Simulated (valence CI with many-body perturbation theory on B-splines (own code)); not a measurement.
Energy levels of Mn19+

Calculated by valence CI with perturbative core correlation (CI+MBPT): four valence electrons over a frozen Dirac-Fock core [He], a basis of 11 s, 11 p, 10 d, 8 f, 5 g, 2 h functions for each j, with the one-electron correlation potential Σ1, the two-electron term Σ2, the three-electron term Σ3, Breit, model QED; selected CI, second order for the rest, scaled by the run's own slope (own B-spline code, finite nucleus).

No measured levels were compared; by estimate levels of excited configurations hold to 0.05 to 0.15 % of their energy, terms of the ground configuration to about 0.5 %. Among the levels kept, up to 1000 cm⁻¹ of a level comes from second order outside the variational space, and about a tenth of that is noise between levels of different J, which matters for small intervals.

Levels 1 to 45 of 193, with energies above the lowest level, 2s²2p² ³P_0. "Leading %" is the weight of the configuration and term that name the level; weights of strongly mixed levels are sums over their largest components and can fall short. In the jj column 3d3/2^4 stands for four electrons in 3d with j = 3/2. Lifetimes count E1, E2, E3, M1 and M2 decay at the calculated energies, and are blank where another channel may lead or the interval is too uncertain; long ones can be off by a factor of two.

| No. | Configuration | Term | J | E (Ry) | Leading % | g | Lifetime | Leading jj |
| --- | --- | --- | --- | --- | --- | --- | --- | --- |
| 1 | 2s²2p² | ³P | 0 | 0.000 | 91 |  |  | 2s^2 2p1/2^2 (89 %) |
| 2 | 2s²2p² | ³P | 1 | 0.544 | 99 | 1.498 | 284 μs | 2s^2 2p1/2 2p3/2 (99 %) |
| 3 | 2s²2p² | ³P | 2 | 0.901 | 79 | 1.396 | 1.54 ms | 2s^2 2p1/2 2p3/2 (77 %) |
| 4 | 2s²2p² | ¹D | 2 | 1.937 | 79 | 1.098 | 51.9 μs | 2s^2 2p3/2^2 (77 %) |
| 5 | 2s²2p² | ¹S | 0 | 3.040 | 88 |  | 10.9 μs | 2s^2 2p3/2^2 (87 %) |
| 6 | 2s2p³ | ⁵S° | 2 | 4.036 | 97 | 1.984 | 21.2 ns | 2s 2p1/2 2p3/2^2 (51 %) |
| 7 | 2s2p³ | ³D° | 2 | 6.587 | 84 | 1.218 | 119 ps | 2s 2p1/2 2p3/2^2 (61 %) |
| 8 | 2s2p³ | ³D° | 1 | 6.591 | 87 | 0.618 | 91.9 ps | 2s 2p1/2^2 2p3/2 (54 %) |
| 9 | 2s2p³ | ³D° | 3 | 6.771 | 100 | 1.330 | 153 ps | 2s 2p1/2 2p3/2^2 (100 %) |
| 10 | 2s2p³ | ³P° | 0 | 7.751 | 100 |  | 50.3 ps | 2s 2p1/2 2p3/2^2 (100 %) |
| 11 | 2s2p³ | ³P° | 1 | 7.811 | 86 | 1.403 | 48.3 ps | 2s 2p1/2 2p3/2^2 (73 %) |
| 12 | 2s2p³ | ³P° | 2 | 7.937 | 77 | 1.427 | 53.9 ps | 2s 2p3/2^3 (58 %) |
| 13 | 2s2p³ | ³S° | 1 | 9.351 | 82 | 1.833 | 11.0 ps | 2s 2p1/2 2p3/2^2 (64 %) |
| 14 | 2s2p³ | ¹D° | 2 | 9.563 | 94 | 1.027 | 20.2 ps | 2s 2p1/2 2p3/2^2 (69 %) |
| 15 | 2s2p³ | ¹P° | 1 | 10.693 | 83 | 1.134 | 12.3 ps | 2s 2p3/2^3 (64 %) |
| 16 | 2p⁴ | ³P | 2 | 14.089 | 90 | 1.452 | 17.8 ps | 2p1/2^2 2p3/2^2 (89 %) |
| 17 | 2p⁴ | ³P | 1 | 14.800 | 99 | 1.498 | 15.5 ps | 2p1/2 2p3/2^3 (99 %) |
| 18 | 2p⁴ | ³P | 0 | 14.802 | 88 |  | 15.5 ps | 2p1/2^2 2p3/2^2 (65 %) |
| 19 | 2p⁴ | ¹D | 2 | 15.481 | 90 | 1.042 | 24.1 ps | 2p1/2 2p3/2^3 (90 %) |
| 20 | 2p⁴ | ¹S | 0 | 17.441 | 86 |  | 12.9 ps | 2p3/2^4 (64 %) |
| 21 | 2s²2p3s | ³P° | 0 | 63.667 | 96 |  | 561 fs | 2s^2 2p1/2 3s (96 %) |
| 22 | 2s²2p3s | ³P° | 1 | 63.741 | 75 | 1.389 | 478 fs | 2s^2 2p1/2 3s (95 %) |
| 23 | 2s²2p3s | ³P° | 2 | 64.563 | 96 | 1.498 | 529 fs | 2s^2 2p3/2 3s (96 %) |
| 24 | 2s²2p3s | ¹P° | 1 | 64.768 | 76 | 1.105 | 352 fs | 2s^2 2p3/2 3s (95 %) |
| 25 | 2s²2p3p | ³D | 1 | 65.213 | 64 | 0.695 | 24.6 ps | 2s^2 2p1/2 3p1/2 (96 %) |
| 26 | 2s²2p3p | ³P | 1 | 65.662 | 26 | 1.300 | 8.20 ps | 2s^2 2p1/2 3p3/2 (86 %) |
| 27 | 2s²2p3p | ³D | 2 | 65.686 | 82 | 1.179 | 17.4 ps | 2s^2 2p1/2 3p3/2 (82 %) |
| 28 | 2s²2p3p | ³P | 0 | 65.830 | 82 |  | 4.06 ps | 2s^2 2p1/2 3p1/2 (83 %) |
| 29 | 2s²2p3p | ³P | 1 | 66.313 | 40 | 1.213 | 6.12 ps | 2s^2 2p3/2 3p3/2 (47 %) |
| 30 | 2s²2p3p | ³D | 3 | 66.387 | 96 | 1.332 | 21.6 ps | 2s^2 2p3/2 3p3/2 (96 %) |
| 31 | 2s²2p3p | ³S | 1 | 66.492 | 62 | 1.788 | 6.23 ps | 2s^2 2p3/2 3p1/2 (49 %) |
| 32 | 2s²2p3p | ³P | 2 | 66.528 | 66 | 1.385 | 4.79 ps | 2s^2 2p3/2 3p1/2 (63 %) |
| 33 | 2s²2p3p | ¹D | 2 | 67.040 | 76 | 1.098 | 7.51 ps | 2s^2 2p3/2 3p3/2 (70 %) |
| 34 | 2s2p²3s | ⁵P | 1 | 67.225 | 95 | 2.464 | 747 fs | 2s 2p1/2^2 3s (53 %) |
| 35 | 2s²2p3d | ³F° | 2 | 67.237 | 74 | 0.752 | 489 fs | 2s^2 2p1/2 3d3/2 (97 %) |
| 36 | 2s²2p3d | ³F° | 3 | 67.539 | 76 | 1.111 | 206 fs | 2s^2 2p1/2 3d5/2 (83 %) |
| 37 | 2s²2p3p | ¹S | 0 | 67.581 | 82 |  | 2.28 ps | 2s^2 2p3/2 3p3/2 (73 %) |
| 38 | 2s²2p3d | ³P° | 2 | 67.598 | 32 | 1.185 | 86.3 fs | 2s^2 2p1/2 3d5/2 (90 %) |
| 39 | 2s2p²3s | ⁵P | 2 | 67.607 | 97 | 1.823 | 720 fs | 2s 2p1/2 2p3/2 3s (89 %) |
| 40 | 2s²2p3d | ³D° | 1 | 67.757 | 66 | 0.750 | 53.0 fs | 2s^2 2p1/2 3d3/2 (91 %) |
| 41 | 2s2p²3s | ⁵P | 3 | 67.994 | 95 | 1.651 | 664 fs | 2s 2p1/2 2p3/2 3s (52 %) |
| 42 | 2s2p²3s | ³P | 0 | 68.097 | 79 |  | 502 fs | 2s 2p1/2^2 3s (51 %) |
| 43 | 2s²2p3d | ³F° | 4 | 68.181 | 97 | 1.248 | 728 ps | 2s^2 2p3/2 3d5/2 (97 %) |
| 44 | 2s²2p3d | ¹D° | 2 | 68.249 | 43 | 1.054 | 94.1 fs | 2s^2 2p3/2 3d3/2 (55 %) |
| 45 | 2s2p²3s | ³P | 1 | 68.401 | 89 | 1.510 | 426 fs | 2s 2p1/2 2p3/2 3s (81 %) |

Names give the largest LS component (configuration and term), which can be under half, so a name can repeat, a term be missing and a line seem to break the LS rules; names also repeat where a configuration has a term twice.

The ionisation energy to 2s²2p ²P°1/2 of the next ion comes out as 1539 eV (NIST: 1537.2 ± 0.8 eV (semi-empirical)). All 193 levels together are meant to be complete up to 78.783 Ry.
